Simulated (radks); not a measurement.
Problem. Valence configurations of In (all share [Kr]). All-electron calculation, scalar-relativistic Kohn-Sham, r2SCAN, spin-polarised, spherical densities, finite nucleus; open shells are filled with parallel spins first (spin-orbit coupling, left out, can overturn this in heavy ions); meta-GGA in the generalised Kohn-Sham scheme; Fermi nuclear charge, rms radius 4.6156 fm. Program: a radial shooting solver on a logarithmic mesh with Libxc functionals. Order these by energy: 4d9.5 5s2 5p1.5; 4d9.5 5s1 5p2.5; 4d9 5s2 5p2; 4d9 5s1 5p3; 4d8 5s2 5p3; 4d10 5s1.5 5p1.5; 4d10 5s2 5p1; 4d10 5s1 5p2; 4d9.5 5p3.5; 4d10 5p3.

Solution. From the lowest, in eV above it: 4d10 5s2 5p1 0.000; 4d10 5s1.5 5p1.5 2.318; 4d10 5s1 5p2 4.093; 4d9.5 5s2 5p1.5 8.562; 4d10 5p3 10.428; 4d9.5 5s1 5p2.5 12.575; 4d9 5s2 5p2 17.953; 4d9.5 5p3.5 20.745; 4d9 5s1 5p3 21.863; 4d8 5s2 5p3 39.156. NIST lists [Kr] 4d10 5s2 5p1 as the ground configuration; this level of theory agrees among the configurations tried. The energies are those of spherical high-spin densities, not of single terms.
